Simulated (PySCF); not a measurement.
H3GaO, singlet, geometry from GFN2-xTB (such geometries of metal compounds can be far from the true shape). Base run: DF-PBE/cc-pVDZ run with PySCF.

Input for PySCF:
```python
from pyscf import gto, scf, dft

mol = gto.Mole()
mol.atom = '''
    Ga   -0.21071693   -0.27596319    0.04454223
    H     0.16577503   -1.15990945    1.24355872
    H    -1.39257967   -0.51237495   -0.92330813
    O     0.81459134    1.04833989   -0.15503156
    H     1.24229875    1.84042425   -0.46080738
'''
mol.basis = 'cc-pvdz'
mol.verbose = 4
mol.max_memory = 1800
mol.build()

mf = dft.RKS(mol)
mf.xc = 'pbe'
mf = mf.density_fit(auxbasis='def2-universal-jkfit')
mf.kernel()
```

All variants below ran on the same shared machine, one core each. Differences are taken from the largest basis of the cc-pVXZ family in the series, which isn't the basis-set limit (cc-pV5Z: -6.451 eV). The cheapest run took about 4 core-seconds (a rough figure).

```json
[
 {"setting": "cc-pVDZ", "basis functions": "56", "cost, times the cheapest (rough)": "1", "difference in HOMO energy (eV)": "0.286"},
 {"setting": "cc-pVTZ", "basis functions": "115", "cost, times the cheapest (rough)": "2", "difference in HOMO energy (eV)": "0.091"},
 {"setting": "cc-pVQZ", "basis functions": "213", "cost, times the cheapest (rough)": "5", "difference in HOMO energy (eV)": "0.031"},
 {"setting": "cc-pV5Z", "basis functions": "360", "cost, times the cheapest (rough)": "8", "difference in HOMO energy (eV)": "reference"}
]
```

Times come from a shared machine, hold the start-up and are rough.
